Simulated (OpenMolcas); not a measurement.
Pd3+ (d7) among equal point charges was computed by CASSCF with the d shell active (OpenMolcas, ANO-RCC-VDZP on the metal). Its lowest spin-free states, and all those of the highest spin:

```tsv
2S+1	Degeneracy	E (cm-1)
4	1	0.0
4	3	2005
4	3	3567
4	3	17327
2	2	17389
2	3	17647
2	1	17967
2	3	18449
2	3	22221
2	3	22617
2	2	23626
2	3	23780
```

Task: Is the site octahedral, tetrahedral or cube-like, axial, or of lower symmetry?

Result: The states with 2S+1 = 4 have orbital degeneracies 1, 3, 3, 3. Threefold states need a cubic site. For d7 at this spin an octahedron puts the threefold T1 below the threefold T2 and a tetrahedron or cube puts the single A2 below the threefold T2, so the site is a tetrahedron or a cube, which this pattern cannot tell apart. The first gap at this spin, 2010 cm-1, is |10Dq| in ligand-field theory. The run had Pd3+ among 8 point charges of -0.6 e arranged as a cube (Oh), 2.04 Å from the ion.

Spin-orbit coupling mixes the spin-free states strongly: the lowest level takes only 64 % from its leading state, 4A2. Without dynamic correlation the repulsion within the d shell is too large (B by tens of per cent), so at a given field states of lower spin stand too high. The ground term spreads over less than 5000 cm-1, several times less than with real ligands, so orbital moments are less quenched and χT lies further from the spin-only value than at real sites. This is an electrostatic model: the charges have no orbitals. No measured value stands beside these numbers.
